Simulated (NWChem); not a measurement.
# Correlation energy of H6PSi2

SMILES: [SiH3][P][SiH3]
```xyz
9

Si    -0.0226     1.6611     0.4273
P      0.0000     0.0000    -1.1067
Si     0.0226    -1.6611     0.4273
H      0.2730     2.9616    -0.2438
H     -1.3803     1.7330     1.0538
H      0.9868     1.4279     1.5084
H      1.3803    -1.7330     1.0538
H     -0.2730    -2.9616    -0.2438
H     -0.9868    -1.4279     1.5084
```
Charge 0, spin multiplicity 2.

The numbers come from NWChem runs, not from measurements. Structure: optimised with UPBE0/def2-SVP, a minimum by its harmonic frequencies.

Basis set: cc-pVDZ. Each correlation energy counts from its own Hartree-Fock reference.

The correlated methods keep 15 core orbitals frozen. The structure started from a generated list of species. The unpaired electrons of the parent sit in orbitals of symmetry b (C2 labels of the run); other states weren't searched. No SCF solution was tested for a lower state. Open-shell Hartree-Fock references start from PBE0 orbitals. Coupled-cluster values serve here as a point of comparison, not as the truth.

```csv
method,correlation energy (mHa)
SCS-UMP2,-320.4
CCSD(T) on ROHF,(withheld)
CCSD on ROHF,(withheld)
CCSD on UHF,(withheld)
URI-MP2,-305.6
CCSD[T] on UHF,-380.5
CCSD(T) on UHF,-380.2
CCSD[T] on ROHF,-384.7
UMP2,-305.8
```

Problem. Some entries are withheld; supply them.

Solution. 
- CCSD(T) on ROHF, correlation energy (mHa): -384.5
- CCSD on ROHF, correlation energy (mHa): -373.8
- CCSD on UHF, correlation energy (mHa): -369.8
